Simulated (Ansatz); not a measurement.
`C[Si]Br` + H–F → `F[Si]Br` + CH₄ at 400 K and 1 bar (ligand exchange at the Si–C bond).

Gas-phase electronic energies from Ansatz, PBE0-D4/def2-TZVP geometries. CCSD(T)/CBS is the MP2 limit (def2-TZVPP, def2-QZVPP) plus CCSD(T) − MP2 in def2-TZVPP, frozen cores. This one scheme is used for every species. For Br outer-core shells are correlated without core-valence functions, which leaves a few kJ/mol of doubt a bond. Scalar relativity is left out up to krypton.

```json
{"species": "`C[Si]Br`", "CCSD(T)/CBS energy (Eh)": "-2902.25975", "H − E (kJ/mol)": "118.6", "S (J/(mol·K))": "331.0"}
{"species": "H–F", "CCSD(T)/CBS energy (Eh)": "-100.39570", "H − E (kJ/mol)": "36.5", "S (J/(mol·K))": "182.2"}
{"species": "`F[Si]Br`", "CCSD(T)/CBS energy (Eh)": "-2962.26094", "H − E (kJ/mol)": "26.4", "S (J/(mol·K))": "302.2"}
{"species": "CH₄", "CCSD(T)/CBS energy (Eh)": "-40.46206", "H − E (kJ/mol)": "131.3", "S (J/(mol·K))": "197.2"}
```

H − E and S are ideal-gas, rigid-rotor, harmonic terms from PBE0-D4/def2-TZVP. 1 Eh = 2625.50 kJ/mol, R = 8.31446 J/(mol·K).

**Question.** By hand: ΔE, ΔH, ΔS and ΔG.

**Answer.** ΔE = (-2962.26094) + (-40.46206) − (-2902.25975) − (-100.39570) = -0.06755 Eh = -177.4 kJ/mol. Δ(H − E) = 26.4 + 131.3 − 118.6 − 36.5 = 2.6, so ΔH = -174.8 kJ/mol. ΔS = 302.2 + 197.2 − 331.0 − 182.2 = -13.8 J/(mol·K). ΔG = -174.8 − 400 × (-13.8)/1000 = -169.3 kJ/mol.

**Question.** By hand: the equilibrium constant, and the temperature at which ΔG would vanish if ΔH and ΔS stayed fixed.

**Answer.** log₁₀ K = −ΔG/(RT ln 10) = 22.1. ΔG = 0 at ΔH/ΔS = 12667 K, far beyond where these terms or the molecules hold.

The number of gas molecules stays the same, so ΔS is small and ΔH decides. A doubt of 5 kJ/mol in ΔE shifts log₁₀ K by 0.7 here. These are equilibria of isolated gas molecules and say nothing of rates. Largest T1 diagnostic: 0.012 (customary marks: 0.02 for closed shells, 0.045 for open ones).
